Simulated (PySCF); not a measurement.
SMILES CN(C)[B]N(C)C, doublet (GFN2-xTB optimised geometry):

```
19

C     -0.539     1.835     0.477
N     -0.878     0.507     0.000
C     -2.270     0.426    -0.378
B     -0.037    -0.617     0.000
N      1.367    -0.617     0.000
C      2.135    -1.781     0.376
C      2.227     0.450    -0.476
H     -1.272     2.163     1.223
H      0.442     1.825     0.943
H     -0.544     2.567    -0.341
H     -2.500    -0.579    -0.726
H     -2.928     0.665     0.468
H     -2.493     1.136    -1.185
H      2.718    -2.165    -0.472
H      1.469    -2.567     0.725
H      2.839    -1.535     1.181
H      1.632     1.231    -0.939
H      2.928     0.061    -1.224
H      2.817     0.883     0.343
```

Level of theory: PySCF 2.14.0 with unrestricted B3LYP/def2-SVP.

Task: What are the frontier orbital energies (α orbitals alone; a β orbital can be the lowest empty one) and the dipole moment?

Result: HOMO-2 -7.26 eV, HOMO-1 -6.12 eV, HOMO -4.22 eV, LUMO 1.27 eV, LUMO+1 1.41 eV; dipole moment 1.59 D.

On the same geometry unrestricted PBE/def2-SVP (PySCF) gives HOMO-2 -6.16 eV, HOMO-1 -5.06 eV, HOMO -3.28 eV, LUMO 0.48 eV, LUMO+1 0.89 eV; dipole moment 1.68 D.

Meta-Löwdin charges at B3LYP/def2-SVP: C1 -0.18, N2 -0.19, C3 -0.17, B4 -0.03, N5 -0.19, C6 -0.17, C7 -0.18, H8 0.09, H9 0.10, H10 0.08, H11 0.11, H12 0.08, H13 0.08, H14 0.08, H15 0.11, H16 0.08, H17 0.10, H18 0.09, H19 0.08.
